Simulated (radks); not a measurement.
The numbers below are computed, except where a source is named.
Question: Ionisation of the chlorine ion Cl+, [Ne] 3s2 3p4, to Cl2+, [Ne] 3s2 3p3, under several functionals. Scalar-relativistic Kohn-Sham, spin-polarised, spherical densities, finite nucleus; open shells are filled with parallel spins first; a radial shooting solver on a logarithmic mesh with Libxc functionals. The NIST Atomic Spectra Database gives 23.814 eV (measured). Rank these functionals by the error of their Delta-SCF ionisation energy: LDA (Slater exchange, Perdew-Wang correlation); revPBE; SOGGA; PW91; exchange-only LDA; exchange-only r2SCAN.

Answer: From best to worst: PW91 23.716 eV (-0.098); LDA (Slater exchange, Perdew-Wang correlation) 23.951 eV (+0.137); revPBE 23.560 eV (-0.254); SOGGA 23.476 eV (-0.337); exchange-only LDA 22.021 eV (-1.793); exchange-only r2SCAN 21.955 eV (-1.859). Open shells are spherical and high-spin; term and fine-structure splittings are not resolved.
